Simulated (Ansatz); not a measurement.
```yaml
crystal:
  periodic: [false, false, false]
  atoms:
    - {symbol: In, position_ang: [-1.255051, -0.506079, 1.007547]}
    - {symbol: C, position_ang: [0.284690, 0.794204, -0.126958]}
    - {symbol: B, position_ang: [1.365711, -0.113597, -0.872582]}
    - {symbol: O, position_ang: [0.320837, 0.444434, -1.714658]}
    - {symbol: H, position_ang: [-1.954482, -1.689544, 0.186162]}
    - {symbol: H, position_ang: [-1.633254, 0.089385, 2.475706]}
    - {symbol: H, position_ang: [0.466960, 1.617816, 0.111616]}
    - {symbol: H, position_ang: [2.523174, -0.393960, -1.316243]}
basis:
  gaussian: {orbitals: def2-TZVPD, fitting: {mean_field: cc-pVTZ-jkfit}}
hamiltonian: {xc: {name: SVWN5}}
output: {forces: true}
```

```sh
$ ansatz run in.yaml --threads 2 --pin off --events-out ev --progress --plain --max-ram 32768MiB --backend cpu
```

How does Ansatz answer? (Estimate.)

Ansatz gave: The program refused the input.
```
Functional definition: SVWN5
Error: <dir> the basis set cc-pVTZ-JKFIT has no functions for In
```
